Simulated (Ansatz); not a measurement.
Consider the ligand exchange at the Sb–O bond: `[SbH2][O]C1=CC1` + `S[SiH2]Cl` → `Cl[SiH2][S][SbH2]` + `OC1=CC1`.

Isolated molecules relaxed with PBE0-D4/def2-TZVP in Ansatz; ΔE leaves out vibrations. CCSD(T)/CBS adds triple-zeta CCSD(T) − MP2 to the extrapolated MP2 energy (def2 sets, frozen cores). DFT in def2-TZVPP. B3LYP here is the variant with VWN-RPA as its local correlation; programs differ in this. HSE06 is defined as in plane-wave codes. Elements past krypton have def2 core potentials. For Sb outer-core shells are correlated without core-valence functions, which leaves a few kJ/mol of doubt a bond. One conformer a species, not always the lowest.

`[SbH2][O]C1=CC1`:

Z-matrix (Å, degrees):
```
C
C 1 1.528
C 1 1.481 2 50.7
H 1 1.094 2 119.5 3 106.4
H 1 1.093 2 119.5 3 -106.4
H 2 1.075 1 144.0 3 -179.5
O 3 1.319 1 144.7 2 179.3
Sb 7 1.997 3 120.8 1 5.3
H 8 1.714 7 95.7 3 -44.7
H 8 1.714 7 95.7 3 46.1
```

`S[SiH2]Cl`:

```xyz
6

S     0.375    1.372   -0.940
Si    0.224   -0.403    0.210
Cl   -1.250   -1.667   -0.460
H    -0.786    1.881   -0.492
H    -0.091   -0.100    1.622
H     1.528   -1.083    0.060
```

`Cl[SiH2][S][SbH2]`:

Cartesian coordinates in Å:
```
Cl -1.988 -0.967 1.282
Si -1.413 -0.273 -0.572
S 0.090 1.201 -0.437
Sb 1.817 -0.229 0.533
H -2.588 0.358 -1.212
H -0.954 -1.465 -1.321
H 3.064 0.663 -0.224
H 1.971 0.711 1.952
```

`OC1=CC1`:

Z-matrix (Å, degrees):
```
C
C 1 1.475
C 1 1.528 2 50.7
H 1 1.094 2 120.0 3 105.2
H 1 1.094 2 120.0 3 -105.3
O 2 1.327 1 144.6 3 -180.0
H 3 1.074 1 144.3 2 -180.0
H 6 0.962 2 108.6 1 -0.0
```

```csv
level,ΔE (kcal/mol),difference from CCSD(T)/CBS
PBE-D4,-12.8,-0.7
revPBE-D4,-12.2,-0.1
BLYP-D4,-10.1,2.0
r2SCAN-D4,-11.7,0.4
B97M-V,-9.8,2.3
PBE0-D4,-13.8,-1.7
r2SCANh-D4,-12.3,-0.2
r2SCAN0-D4,-13.1,-1.0
HSE06-D4,-14.0,-1.9
BHLYP-D4,-12.3,-0.2
CAM-B3LYP-D4,-9.9,2.2
ωB97X-V,-10.5,1.6
ωB97M-V,-11.6,0.5
PBE-QIDH,-13.1,-1.0
revPBE,-12.1,0.0
BLYP,-9.2,2.9
r2SCAN,-11.7,0.4
PBE0,-13.4,-1.3
B3LYP,-10.3,1.8
r2SCANh,-12.2,-0.1
r2SCAN0,-13.0,-0.9
HSE06,-13.6,-1.5
BHLYP,-10.7,1.4
CAM-B3LYP,-9.4,2.7
LC-ωPBE,-11.3,0.8
RPA@PBE/def2-TZVPP,-8.8,3.3
HF/def2-SVP,-12.5,-0.4
MP2/def2-SVP,-11.3,0.8
CCSD/def2-SVP,-11.1,1.0
CCSD(T)/def2-SVP,-10.9,1.2
HF/def2-TZVPP,-10.2,1.9
MP2/def2-TZVPP,-11.9,0.2
SCS-MP2/def2-TZVPP,-10.4,1.7
CCSD/def2-TZVPP,-10.4,1.7
CCSD(T)/def2-TZVPP,-10.5,1.6
HF/def2-QZVPP,-9.9,2.2
MP2/def2-QZVPP,-12.7,-0.6
SCS-MP2/def2-QZVPP,-11.2,0.9
HF/CBS(def2),-9.8,2.3
MP2/CBS(def2),-13.5,-1.4
CCSD(T)/CBS,-12.1,0
```

Largest T1 diagnostic among the species: 0.014.

From r2SCAN to r2SCAN0 (25 % exact exchange), in def2-TZVPP and without D4, ΔE moves by −1.3 kcal/mol. The D4 term adds −0.9 kcal/mol with B3LYP and −0.4 kcal/mol with PBE0; it sums over pairs of atoms, weighted by their polarisabilities, and B3LYP, whose exchange is more repulsive, gets the larger term. Leaving LDA and LC-ωPBE aside and taking each functional with its dispersion term where it has one, the values spread over 4.2 kcal/mol, from HSE06-D4 to B97M-V. LDA lies −0.8 kcal/mol from PBE without D4.

CCSD(T)/CBS has its own doubt, a few kJ/mol and more with outer-core shells, so smaller differences from it don't rank the levels.
